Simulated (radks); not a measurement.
Results of a calculation; reference values are marked as such.
Coulomb parameter of the 4d shell of the niobium ion Nb+ in the model configuration [Kr] 4d3 5s1, as a second difference U = [E(n + 0.25) + E(n - 0.25) - 2 E(n)] / (0.25)^2 with all orbitals relaxed. "Bare": the charge of the atom changes with n. "Screened": the 5s shell takes up the change at fixed total charge, which measures U(4d,4d) + U(5s,5s) - 2 U(4d,5s). Code: a radial shooting solver on a logarithmic mesh with Libxc functionals. Model: scalar-relativistic Kohn-Sham, r2SCAN, spin-unpolarised, spherical densities, finite nucleus; meta-GGA in the generalised Kohn-Sham scheme; Fermi nuclear charge, rms radius 4.324 fm.

| case | configuration | E - E(n) (eV) |
|---|---|---|
| start | [Kr] 4d3 5s1 | 0.000 |
| bare +0.25 | [Kr] 4d3.25 5s1 | -2.536 |
| bare -0.25 | [Kr] 4d2.75 5s1 | 3.127 |
| screened +0.25 | [Kr] 4d3.25 5s0.75 | -0.209 |
| screened -0.25 | [Kr] 4d2.75 5s1.25 | 0.257 |

U(bare) = 9.464 eV, U(screened by 5s) = 0.762 eV, against the Slater integral F0(4d,4d) = 12.787 eV with frozen orbitals.
